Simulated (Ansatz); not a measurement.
`NB(N)Br` + `[MgH][N]([SiH3])[SiH3]` → `NBBr` + `[NH2][Mg][N]([SiH3])[SiH3]`  (redistribution)

Program: Ansatz. Geometries: PBE0-D4/def2-TZVP. ΔE: electronic, gas phase. CCSD(T)/CBS adds triple-zeta CCSD(T) − MP2 to the extrapolated MP2 energy (def2 sets, frozen cores). Functionals use def2-TZVPP. For Br, Mg outer-core shells are correlated without core-valence functions, which leaves a few kJ/mol of doubt a bond. Scalar relativity is left out up to krypton. Each species was taken in one conformer, which may not be the lowest.

`NB(N)Br`:

Cartesian coordinates in Å:
```
N 0.692 0.096 1.067
B 0.090 0.301 -0.182
N -0.832 -0.566 -0.784
Br 0.575 1.923 -1.160
H 1.347 0.748 1.456
H 0.508 -0.705 1.646
H -1.235 -0.374 -1.681
H -1.144 -1.423 -0.362
```

`[MgH][N]([SiH3])[SiH3]`:

Cartesian coordinates in Å:
```
Mg -0.770 1.943 -0.142
N -0.061 0.155 -0.012
Si 0.051 -0.736 -1.464
Si 0.392 -0.380 1.546
H -1.391 3.509 -0.256
H -0.464 0.148 -2.563
H -0.773 -1.980 -1.472
H 1.445 -1.126 -1.825
H 1.840 -0.713 1.670
H 0.109 0.747 2.496
H -0.377 -1.566 2.022
```

`NBBr`:

Cartesian coordinates in Å:
```
N 0.469 -0.250 0.572
B -0.290 0.043 -0.543
Br -1.491 1.554 -0.509
H 1.107 -1.027 0.594
H 0.435 0.288 1.422
H -0.230 -0.609 -1.536
```

`[NH2][Mg][N]([SiH3])[SiH3]`:

```xyz
13

N     1.289    0.510    2.937
Mg    0.545    0.215    1.240
N    -0.220   -0.086   -0.501
Si   -0.959    1.255   -1.255
Si   -0.086   -1.668   -1.128
H     1.339    1.392    3.423
H     1.714   -0.185    3.532
H    -2.416    1.071   -1.520
H    -0.322    1.650   -2.544
H    -0.822    2.417   -0.315
H     0.640   -2.487   -0.099
H     0.698   -1.753   -2.394
H    -1.399   -2.332   -1.376
```

**Question.** Is it downhill or uphill in electronic energy at CCSD(T)/CBS, and by how much? (Best estimate.)

**Answer.** Computed: Uphill: ΔE = +25.4 kJ/mol.

**Question.** What do these levels give: r2SCAN0-D4, CAM-B3LYP-D4, ωB97X-V, ωB97M-V, RPA@PBE/def2-TZVPP, CCSD(T)/def2-SVP? (Best estimate.)

**Answer.** The calculation gave: r2SCAN0-D4 37.8, CAM-B3LYP-D4 38.1, ωB97X-V 36.7, ωB97M-V 37.9, RPA@PBE/def2-TZVPP 27.9, CCSD(T)/def2-SVP 35.9 kJ/mol.

Largest T1 diagnostic among the species: 0.011.

Leaving LDA and LC-ωPBE aside and taking each functional with its dispersion term where it has one, the values, not all of them listed here, spread over 28.0 kJ/mol, from B2PLYP to B97M-V. LDA lies +17.1 kJ/mol from PBE without D4. The D4 term adds +5.7 kJ/mol with B3LYP and +2.7 kJ/mol with PBE0; it sums over pairs of atoms, weighted by their polarisabilities, and B3LYP, whose exchange is more repulsive, gets the larger term. From r2SCAN to r2SCAN0 (25 % exact exchange), in def2-TZVPP and without D4, ΔE moves by +3.5 kJ/mol.

B3LYP here is the variant with VWN-RPA as its local correlation; programs differ in this.
